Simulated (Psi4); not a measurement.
The Psi4 input:
```
memory 2 GB

molecule {
1 2
  C    -1.30956027    0.64165426   -0.78188424
  S     0.00505826   -0.41669803   -0.07959067
  C     1.54492139    0.56256668   -0.18640788
  O    -0.28988667   -0.66512662    1.30126565
  H    -2.25756047    0.11057683   -0.72631947
  H    -1.06745328    0.86084288   -1.81688002
  H    -1.37449429    1.55165765   -0.18678638
  H     1.41487689    1.47437405    0.39510721
  H     2.36213553   -0.01741859    0.23740007
  H     1.74849007    0.78282306   -1.22944318
}

set basis aug-cc-pvdz
set reference uhf
set freeze_core true
set mp2_type conv
set scf_type pk
set puream true
set d_convergence 1e-8

energy('mp2')
print_variables()
```

Task: Give the nuclear repulsion energy at the level MP2/aug-cc-pVDZ run with Psi4 1.11.

Result: 184.1033 Eh

Task: Estimate the number of basis functions that MP2/aug-cc-pVDZ returns for this input.

Result: 150

Task: Predict the total energy from MP2/aug-cc-pVDZ.

Result: -551.8969 Eh

Task: What is the computed MP2 correlation energy (MP2/aug-cc-pVDZ)?

Result: -0.6005 Eh

Task: Predict the SCF-reference <S^2> from MP2/aug-cc-pVDZ.

Result: 0.782

These values belong to the state on which the SCF converged, which isn't shown to be the lowest.

Task: Roughly what does it cost on one core?

Result: around 60 core-seconds (rough).
